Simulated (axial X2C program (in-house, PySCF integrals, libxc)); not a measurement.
Nuclear properties of InGe

Calculated with an in-house all-electron X2C program for linear molecules (integrals from PySCF): two-component X2C with atomic mean-field Coulomb and Gaunt terms, Gaussian nuclei, basis In dyall-cv3z, Ge dyall-cv3z with contracted cores.

R = 2.662 Å (near the PBE0 minimum at charge 0 of the determinant lowest at the starting distance; the state shown can have its own minimum elsewhere).

Input and command:
```json
{"zs": [49, 32], "q": 0, "bas": ["dyall-cv3z", "dyall-cv3z"], "r0": 2.63, "levels": ["PBE0", "HF", "PBE", "BP86", "TPSSh"], "nst": 3}
```
```bash
python soeom.py task.json out
```

Keys: zs atomic numbers; q charge; bas basis sets; r0 starting distance in Å; levels methods; nst determinants followed.

Determinant lowest in the PBE0 search, Ω = 3/2 (⟨Sz⟩ = 1.50, ⟨Lz⟩ = 0.00 at PBE0), spin on the atoms In 0.41, Ge 1.09:

| level | Eeff magnitude (GV/cm) | Ws magnitude In (kHz) | Ws magnitude Ge (kHz) | A∥/gI In (MHz) | qzz In (a.u.) | A∥/gI Ge (MHz) | qzz Ge (a.u.) | μ (D) |
| --- | --- | --- | --- | --- | --- | --- | --- | --- |
| PBE0 | 5.21 | 2.47 | 0.29 | -44.4 | -2.82 | -162 | -0.35 | -1.85 |
| HF | 8.11 | 3.68 | 0.342 | -265 | -3.57 | -272 | 0.00 | -2.47 |
| PBE | 4.69 | 2.2 | 0.245 | 18.8 | -2.49 | -139 | -0.48 | -1.57 |
| BP86 | 4.74 | 2.2 | 0.233 | 18.9 | -2.45 | -118 | -0.51 | -1.51 |
| TPSSh | 5.04 | 2.39 | 0.283 | -9.27 | -2.72 | -121 | -0.35 | -1.81 |

Determinant 0.68 eV from it at PBE0 and this distance, Ω = 1/2 (⟨Sz⟩ = 0.50, ⟨Lz⟩ = 0.00 at PBE0), spin on the atoms In 0.19, Ge 0.30:

| level | Eeff magnitude (GV/cm) | Ws magnitude In (kHz) | A∥/gI In (MHz) | qzz In (a.u.) | A∥/gI Ge (MHz) | qzz Ge (a.u.) | μ (D) |
| --- | --- | --- | --- | --- | --- | --- | --- |
| PBE0 | 6.25 | 8.27 | 457 | -2.45 | 136 | -0.67 | -1.46 |
| HF | 15.5 | 18.1 | 14.7 | -3.77 | 24.4 | -1.62 | -1.68 |
| PBE | 5.55 | 7.31 | 648 | -2.13 | 213 | -0.75 | -1.19 |
| BP86 | 5.49 | 7.22 | 643 | -2.11 | 234 | -0.74 | -1.18 |
| TPSSh | 6.21 | 8.18 | 547 | -2.33 | 199 | -0.71 | -1.41 |

Eeff is the effective electric field on the electron electric dipole moment in this Ω state and Ws the scalar–pseudoscalar constant of the nucleus named (defined with the proton number Z and per Ω); A∥ (defined per Ω) follows by multiplying with gI = μI/(I μN); qzz is the electric field gradient, eQq0 = 234.96 MHz × Q/barn × qzz; μ is positive if the Ge end (last atom) is positive. The operators were transformed with the bare-nucleus X2C matrices; with these basis sets, hyperfine constants and field gradients can be off by tens of per cent, and where levels differ in sign neither size nor sign is settled.

(1) With Q(115In) = 0.772 barn (Q from Pyykkö, Mol. Phys. 2018), turn the PBE0 values of the first state into constants in MHz.

Each state is one determinant with collinear spin, which with several unpaired electrons need not be a pure state. Unrestricted Hartree–Fock can overshoot spin polarisation at the nuclei. This is the top spin component of a Σ state; components of lower Ω are not single determinants and can lie lower. With several open shells hyperfine constants can be off by a factor of several. Where Eeff spreads by more than a factor of two the levels disagree and none is to be relied on. States lie within half an eV, so the first need not be the ground state. The sign of Ws at Ge differs between levels in the second state. Further determinants of the search, some of them spin-mixed, are not shown. Where a field gradient or hyperfine factor spreads by more than a factor of two over the levels, a constant derived from it is not to be relied on. PBE0 term energies can be off by some tenths of an eV.

Results:

(1) eQq0(115In) = 234.96 × (0.772) × (-2.82) = -512 MHz.
